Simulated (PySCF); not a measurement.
A GIAO shielding run with PySCF 2.14.0 with density-fitted response routines (density fitting, non-relativistic, gas phase) on 3-fluorostyrene, C8H7F:

```
{"job": {"kind": "nmr", "xc": "PBE0", "basis": "pcSseg-1"}, "charge": 0, "multiplicity": 1}
C      2.733307     0.745034    -0.340605
C      1.877677    -0.269067    -0.300615
C      0.438516    -0.187810    -0.080326
C     -0.310739    -1.366683    -0.071786
C     -1.677685    -1.347934     0.130917
C     -2.339638    -0.148588     0.331018
C     -1.592460     1.015724     0.321594
F     -2.221905     2.196017     0.515873
C     -0.228064     1.020813     0.121592
H      2.431610     1.769465    -0.207818
H      3.783826     0.584099    -0.511523
H      2.250060    -1.276052    -0.443271
H      0.191652    -2.310479    -0.226629
H     -2.235127    -2.272602     0.133532
H     -3.404937    -0.105148     0.491608
H      0.296309     1.962155     0.125031
```

Hardware: 1 thread of an x86-64 server CPU, shared host. The job also computes population analyses, field gradients, ring-centre shieldings.

**Question.** How large is the calculation?

**Answer.** 64 electrons, 188 basis functions and 967 auxiliary functions.

**Question.** How long does it take?

**Answer.** 28 s of wall time, with 14 SCF cycles and 5 response iterations. Times on a shared host scatter by some tens of per cent.
